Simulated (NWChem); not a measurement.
Species: CH4BFO2; SMILES FB(O)OC

```xyz
9

B     -0.0362     0.5130    -0.0003
F     -0.7676     1.6308     0.0014
O      1.3194     0.5898    -0.0003
H      1.6325     1.4992     0.0006
O     -0.6933    -0.6596    -0.0020
C     -0.0300    -1.8977    -0.0029
H     -0.3223    -2.4703     0.8912
H     -0.3323    -2.4738    -0.8914
H      1.0643    -1.7803    -0.0091
```
Atoms are numbered in this order, from 1.

All runs: NWChem. Pople sets run with spherical d functions. Geometry: optimised at PBE0/def2-SVP. Atomic charges in e: unrestrained fits to the electrostatic potential beside Mulliken populations; buried atoms are poorly determined by the fit.

**Question.** Predict the results for Hartree-Fock/6-31G*. Quantities: ESP B1; Mulliken B1; ESP F2; Mulliken F2; ESP O3; Mulliken O3; ESP O5; Mulliken O5; ESP C6; Mulliken C6; relative RMS misfit of the potential (%).

**Answer.** The ESP B1 comes out as 1.01, the Mulliken B1 is 0.96 and the ESP F2 is -0.41. The Mulliken F2 is -0.42 and the ESP O3 comes out as -0.75. The Mulliken O3 is -0.76. The ESP O5 is -0.58, the Mulliken O5 comes out as -0.60 and the ESP C6 is 0.30. The Mulliken C6 comes out as -0.18. The relative RMS misfit of the potential (%) comes out as 22.
